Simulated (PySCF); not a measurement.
# CuCl⁺: from constants to spectrum

r²SCAN constants of CuCl⁺, ²Π (doublet), unpaired electrons π ↑ (basis Cu def2-TZVPPD, Cl def2-TZVPPD; no relativity; PySCF 2.14; masses 62.9296 and 34.9689 u):

* ωe: 393.7 cm⁻¹
* ωexe: 2.38 cm⁻¹
* Be: 0.17576 cm⁻¹
* αe: 0.00125 cm⁻¹
* D (centrifugal): 1.4e-07 cm⁻¹
* De to Cu⁺ (3d10) + Cl: 1.98 eV

Question: Give the vibrational terms G(v) and spacings up to v = 6.

Answer: G(v) = ωe(v+½) − ωexe(v+½)².

| v | G(v) (cm⁻¹) | G(v) − G(v−1) | Bv (cm⁻¹) |
| --- | --- | --- | --- |
| 0 | 196.3 |  | 0.1751 |
| 1 | 585.2 | 388.9 | 0.1739 |
| 2 | 969.4 | 384.2 | 0.1726 |
| 3 | 1348.8 | 379.4 | 0.1714 |
| 4 | 1723.5 | 374.7 | 0.1701 |
| 5 | 2093.4 | 369.9 | 0.1689 |
| 6 | 2458.5 | 365.1 | 0.1676 |

Question: How well does the Morse estimate ωe²/(4ωexe) reproduce De, and what is D0?

Answer: It gives 2.02 eV, 102 % of the computed De. D0 = De − G(0) = 1.98 − 0.02 = 1.96 eV.

For an ion De counts to the pair picked by the measured ionisation energies or electron affinities, which need not be the lowest pair at this level. With d or f electrons several states lie close, and the lowest PBE0 determinant need not be the measured ground state.
